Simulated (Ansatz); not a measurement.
Consider the formal exchange of groups at a B–C bond: `COB(C)OC` + `OC(F)Cl` → `COB(O)OC` + `CC(F)Cl`.

Computed with Ansatz on PBE0-D4/def2-TZVP structures; ΔE is electronic, products minus reactants. CCSD(T)/CBS is the MP2 limit (def2-TZVPP, def2-QZVPP) plus CCSD(T) − MP2 in def2-TZVPP, frozen cores. DFT in def2-TZVPP. B3LYP here is the variant with VWN-RPA as its local correlation; programs differ in this. Each species was taken in one conformer, which may not be the lowest.

```tsv
level	ΔE (kJ/mol)	difference from CCSD(T)/CBS
PBE-D4	-116.1	17.5
r2SCAN-D4	-124.2	9.4
PBE0-D4	-123.6	10.0
B3LYP-D4	-127.9	5.7
ωB97X-V	-126.2	7.4
ωB97M-V	-127.2	6.4
B2PLYP	-131.7	1.9
PBE	-117.0	16.6
r2SCAN	-124.6	9.0
PBE0	-124.5	9.1
B3LYP	-129.2	4.4
HF/def2-TZVPP	-144.3	-10.7
MP2/def2-TZVPP	-134.4	-0.8
SCS-MP2/def2-TZVPP	-135.6	-2.0
CCSD/def2-TZVPP	-134.3	-0.7
CCSD(T)/def2-TZVPP	-131.3	2.3
HF/def2-QZVPP	-145.0	-11.4
MP2/def2-QZVPP	-136.0	-2.4
SCS-MP2/def2-QZVPP	-137.4	-3.8
HF/CBS(def2)	-145.1	-11.5
MP2/CBS(def2)	-136.8	-3.2
CCSD/CBS(def2)	-136.7	-3.1
CCSD(T)/CBS	-133.6	0
```

Largest T1 diagnostic among the species: 0.012.

In def2-TZVPP, CCSD(T) changes the Hartree–Fock value by +13.1 kJ/mol (the triples alone add +3.1 kJ/mol) and MP2 by +9.9 kJ/mol. From PBE to PBE0 (25 % exact exchange), in def2-TZVPP and without D4, ΔE moves by −7.5 kJ/mol.
